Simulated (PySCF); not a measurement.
A calculated (UHF, PySCF 2.14, pcseg-2, no relativity, point nucleus) atom or ion has these occupied shells.

| shell | electrons | orbital energy (eV) | rms radius, mean of both spins (bohr) |
| --- | --- | --- | --- |
| 1s α | 1 | -4101.0 | 0.0897 |
| 1s β | 1 | -4100.3 | 0.0897 |
| 2s α | 1 | -493.19 | 0.396 |
| 2s β | 1 | -492.65 | 0.396 |
| 2p α | 3 | -406.72 | 0.363 |
| 2p β | 3 | -405.74 | 0.363 |
| 3s α | 1 | -94.079 | 1.21 |
| 3s β | 1 | -89.337 | 1.21 |
| 3p α | 3 | -68.886 | 1.31 |
| 3p β | 2 | -66.916 | 1.31 |

(1) Name the element and its charge.

Answers

(1) Ca³⁺ (calcium, charge +3), in [Ne] 3s2 3p5, 2P determinant.
